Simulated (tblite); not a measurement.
Species: 4-fluorobenzoyl chloride, C7H4ClFO.
Cartesian coordinates in Å at the GFN2-xTB level; atoms count from 1:
```
atom  x, y, z in Å
O1     2.8510    1.3689   -0.3332
C2     2.3053    0.3437   -0.0750
Cl3    3.2959   -1.0784    0.2947
C4     0.8601    0.1066   -0.0234
C5     0.2885   -1.1281    0.2848
C6    -1.0845   -1.2692    0.3123
C7    -1.8789   -0.1690    0.0301
F8    -3.2129   -0.3075    0.0577
C9    -1.3375    1.0692   -0.2794
C10    0.0348    1.2014   -0.3049
H11    0.9210   -1.9740    0.5018
H12   -1.5463   -2.2148    0.5479
H13   -1.9896    1.9010   -0.4935
H14    0.4925    2.1496   -0.5421
```

Calculated harmonic vibrations of the isolated species, GFN2-xTB (tblite), most abundant isotopes, no scaling. Against measured fundamentals such values can be off by several per cent, at times by over 20. One conformer, not necessarily the lowest.

Harmonic wavenumbers (cm⁻¹): 29.5, 96.9, 161.9, 277.9, 283.7, 365.1, 372.6, 421.1, 463.1, 468.0, 596.3, 607.6, 624.2, 692.6, 787.0, 827.9, 866.5, 887.2, 916.5, 925.2, 1013.6, 1119.9, 1161.9, 1181.4, 1245.2, 1250.0, 1333.6, 1406.6, 1466.2, 1573.4, 1586.5, 1787.0, 3102.0, 3108.1, 3115.0, 3117.2.

A = 3087, B = 618.5, C = 515.2 MHz; mass 157.993 u (most abundant isotopes); point group Cs, symmetry number 1.

Question: Zero-point energy?

Answer: ½Σν̃ = 19619 cm⁻¹ = 56.09 kcal/mol.

Question: Entropy at 200 K, 1 bar (ideal gas, RRHO, classical rotation)?

Answer: Translation 39.12, rotation 28.98, vibration 14.22: S = 82.3 cal/(mol K).

Question: And Cp and H(200 K) − H(0)?

Answer: Cp = 24.40 cal/(mol K), of which vibrations give 16.45 (their classical limit is 36 R = 71.5); H(200 K) − H(0) = 3.11 kcal/mol without the zero-point energy, 1.52 from vibrations.

Question: Blend soft modes into free rotors: weight 1/[1 + (100 cm⁻¹/ν̃)⁴] for the oscillator and the rest for a rotor with moment μB/(μ + B), μ = h/(8π²ν), B = 10⁻⁴⁴ kg m². What vibrational entropy results?

Answer: 12.75 cal/(mol K) in place of 14.22, which changes −T·S at 200 K by +0.29 kcal/mol.

Question: What must be added to the electronic energy to get the Gibbs energy at 200 K and 1 bar?

Answer: ZPE + [H(200 K) − H(0)] − T·S = 56.09 + 3.11 − 16.46 = 42.74 kcal/mol.

Hindered rotation and anharmonicity are outside this model. Other conformers, if any are populated, would add a mixing term that is left out.
